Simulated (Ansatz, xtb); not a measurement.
## Two isomers of C3H10ClNSi2

Structure a is `CN1C[Si@H](Cl)C[SiH2]1`, a singlet and structure b is `C=C[SiH2]N(C)[SiH2]Cl`, a singlet. Both are isolated molecules in the gas phase, relaxed with B3LYP/def2-SVP; each stands in its lowest conformer found.

**Question.** Estimate which is lower in electronic energy at CCSD(T)/def2-SVP + ΔMP2/def2-TZVPP, and by roughly how much.

**Answer.** The CCSD(T)/def2-SVP + ΔMP2/def2-TZVPP calculation puts structure a lower, by 5.6 kcal/mol.

How the difference moves with the method:

```
                             level        geometry  E(b) − E(a) (kcal/mol)  departure from the last row (kcal/mol)  job, with rough time for the two
                    B3LYP/def2-SVP  B3LYP/def2-SVP                      +7.3                                    +1.7             optimisation, 1.7 min
                       HF/def2-SVP  B3LYP/def2-SVP                      +2.6                                    −3.0           part of the CCSD(T) run
                      MP2/def2-SVP  B3LYP/def2-SVP                      +8.2                                    +2.6           part of the CCSD(T) run
                  CCSD(T)/def2-SVP  B3LYP/def2-SVP                      +5.6                                     0.0                      single point
CCSD(T)/def2-SVP + ΔMP2/def2-TZVPP  B3LYP/def2-SVP                      +5.6                                                     single point, 2.1 min
```

As drawn, b has 1 C=C, 1 N–Si, 1 Si–H in place of 1 C–N, 2 C–Si, 1 C–H. Structure a has a 5-membered ring, b no ring.

The levels shown agree on the order. The largest departure from CCSD(T)/def2-SVP + ΔMP2/def2-TZVPP is that of HF/def2-SVP, 3.0 kcal/mol. Levels run at GFN2-xTB geometries aren't shown. The last row adds to CCSD(T) the change of the MP2 difference between the two basis sets, here 0.0 kcal/mol.

With thermal terms from frequencies at re-optimised GFN2-xTB minima (ideal gas, soft modes damped towards free rotors, one conformer each, 298.15 K, 1 atm): on the last row, ΔE + ΔZPE = +2.6, ΔH = +3.6, ΔG = +0.9 kcal/mol.

The correlated steps freeze 19 core orbitals. Mirror images aren't counted in ΔG. Programs: Ansatz 0.2.0, xtb 6.7.1; the last row on 4 threads of Arm Neoverse V1 on a shared host.
